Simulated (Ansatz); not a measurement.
Atomisation energy: 6 cases among radicals of silicon compounds with O, N or halogens, in kcal/mol. Geometries: B3LYP-D3(BJ)/def2-TZVP minima from Ansatz (a program for electronic structure), one conformer each, not searched for the lowest. Cores are frozen in the correlated levels unless marked. Open shells are spin-unrestricted. Spin-orbit coupling is left out. No relativistic terms. Atomisation energies are electronic, to ground-state atoms; the column to compare with has the core term from cc-pwCVTZ added, other frozen-core levels have none. The column to compare with is coupled cluster with Ansatz, a level with limits of its own, on species with small T1 and stable references: CCSD(T)/CBS(cc-pV(T+d)Z,cc-pV(Q+d)Z). CBS(X,Y): correlation extrapolated as X^-3; Hartree-Fock from the larger set.

The cases are all of a share (6 cases) of this class's members that had been run, up to Cl and in the lowest spin state found, with this coupled-cluster level, T1 under 0.025 (0.045 for open shells), stable and nearly pure references and no caution of the program. Left out: atoms, ions and triplets as subjects, saddle points, species that the lists mark as multireference, runs with a caution of the program, species with a measured enthalpy of formation or without the core term. The levels beside PBE were drawn at random too.

| species (SMILES) | coupled cluster | difference of PBE/def2-TZVPD (Ansatz) | difference of PBE-D3(BJ)/def2-TZVPD (Ansatz + dftd3) | difference of B3LYP-D3(BJ)/def2-TZVPD (Ansatz + dftd3) | difference of PBE0/def2-TZVPD (Ansatz) | difference of CAM-B3LYP/def2-TZVPD (Ansatz) | difference of RI-MP2/CBS(cc-pV(T+d)Z,cc-pV(Q+d)Z) (Ansatz) | difference of CCSD(T)/cc-pV(D+d)Z (Ansatz) |
|---|---|---|---|---|---|---|---|---|
| [CH2][Si](C)(F)F | 955.8 | 0.4 | 4.6 | -8.6 | -12.0 | -5.0 | 16.0 | -89.5 |
| C[Si](C)N | 1034.1 | 7.2 | 12.9 | 2.2 | -4.9 | -0.9 | 3.8 | -91.4 |
| C[Si](Cl)N[SiH3] | 973.6 | -4.0 | 3.7 | -1.3 | -12.6 | -6.7 | 6.7 | -94.4 |
| C[Si@H](Cl)[N][SiH3] | 954.2 | -3.9 | 3.2 | 0.6 | -12.4 | -4.4 | 0.7 | -91.4 |
| [SiH2][Si](Cl)(Cl)Cl | 492.9 | -4.4 | 2.3 | -9.1 | -7.4 | -17.1 | 12.5 | -58.2 |
| O[Si]([SiH3])[SiH3] | 793.8 | -11.5 | -5.4 | -1.8 | -17.1 | -6.5 | -2.6 | -74.4 |

```json
[
 {"level": "PBE/def2-TZVPD (Ansatz)", "mean signed difference": "-2.70", "median signed difference": "-3.95", "mean absolute difference": "5.23"},
 {"level": "PBE-D3(BJ)/def2-TZVPD (Ansatz + dftd3)", "mean signed difference": "3.55", "median signed difference": "3.45", "mean absolute difference": "5.35"},
 {"level": "B3LYP-D3(BJ)/def2-TZVPD (Ansatz + dftd3)", "mean signed difference": "-3.00", "median signed difference": "-1.55", "mean absolute difference": "3.93"},
 {"level": "PBE0/def2-TZVPD (Ansatz)", "mean signed difference": "-11.07", "median signed difference": "-12.20", "mean absolute difference": "11.07"},
 {"level": "CAM-B3LYP/def2-TZVPD (Ansatz)", "mean signed difference": "-6.77", "median signed difference": "-5.75", "mean absolute difference": "6.77"},
 {"level": "RI-MP2/CBS(cc-pV(T+d)Z,cc-pV(Q+d)Z) (Ansatz)", "mean signed difference": "6.18", "median signed difference": "5.25", "mean absolute difference": "7.05"},
 {"level": "CCSD(T)/cc-pV(D+d)Z (Ansatz)", "mean signed difference": "-83.22", "median signed difference": "-90.45", "mean absolute difference": "83.22"}
]
```

PBE lies above in 2 of 6 cases and within 1 kcal/mol in 1; its mean signed difference is -2.70, the median -3.95, the mean absolute difference 5.23, and the range -11.5 to 7.2 kcal/mol.
